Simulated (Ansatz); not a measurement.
`C1[SiH2][SiH2][SiH2]1` at its PBE0-D4/def2-TZVP geometry, where that method's forces vanish. Total charge 0; spin multiplicity 1.

```json
{"atom": "C1", "x (Å)": "-1.239", "y (Å)": "0.499", "z (Å)": "0.204"}
{"atom": "Si2", "x (Å)": "-0.412", "y (Å)": "-0.147", "z (Å)": "-1.377"}
{"atom": "Si3", "x (Å)": "1.316", "y (Å)": "-1.048", "z (Å)": "-0.065"}
{"atom": "Si4", "x (Å)": "0.333", "y (Å)": "0.624", "z (Å)": "1.260"}
{"atom": "H5", "x (Å)": "-1.842", "y (Å)": "1.403", "z (Å)": "0.110"}
{"atom": "H6", "x (Å)": "-1.871", "y (Å)": "-0.296", "z (Å)": "0.615"}
{"atom": "H7", "x (Å)": "0.096", "y (Å)": "0.991", "z (Å)": "-2.193"}
{"atom": "H8", "x (Å)": "-1.263", "y (Å)": "-1.006", "z (Å)": "-2.246"}
{"atom": "H9", "x (Å)": "2.739", "y (Å)": "-0.984", "z (Å)": "-0.486"}
{"atom": "H10", "x (Å)": "0.996", "y (Å)": "-2.418", "z (Å)": "0.426"}
{"atom": "H11", "x (Å)": "1.005", "y (Å)": "1.933", "z (Å)": "1.026"}
{"atom": "H12", "x (Å)": "0.141", "y (Å)": "0.448", "z (Å)": "2.726"}
```

Problem. For each bond, give half the difference of the two atoms' forces along it (eV/Å; positive pushes the atoms apart) under PBE-D4, r2SCAN-D4, B3LYP-D4, ωB97M-V in def2-TZVPP. (An estimate is asked.)

Solution. The calculation gave: 
```tsv
bond	length (Å)	PBE-D4	r2SCAN-D4	B3LYP-D4	ωB97M-V
C1–Si2	1.898	0.04	0.03	0.15	0.06
C1–Si4	1.898	0.04	0.03	0.15	0.06
C1–H5	1.091	0.09	-0.02	-0.07	-0.05
C1–H6	1.096	0.10	-0.02	-0.07	-0.04
Si2–Si3	2.349	-0.04	0.03	0.17	0.08
Si2–H7	1.490	0.08	-0.02	-0.11	-0.11
Si2–H8	1.489	0.08	-0.01	-0.15	-0.14
Si3–Si4	2.349	-0.03	0.03	0.17	0.08
Si3–H9	1.486	0.08	-0.03	-0.10	-0.10
Si3–H10	1.490	0.10	-0.01	-0.10	-0.11
Si4–H11	1.490	0.08	-0.02	-0.11	-0.11
Si4–H12	1.489	0.08	-0.01	-0.15	-0.14
```

B3LYP here is the variant with VWN-RPA as its local correlation; programs differ in this.

Results of the Gaussian-basis code of Ansatz.
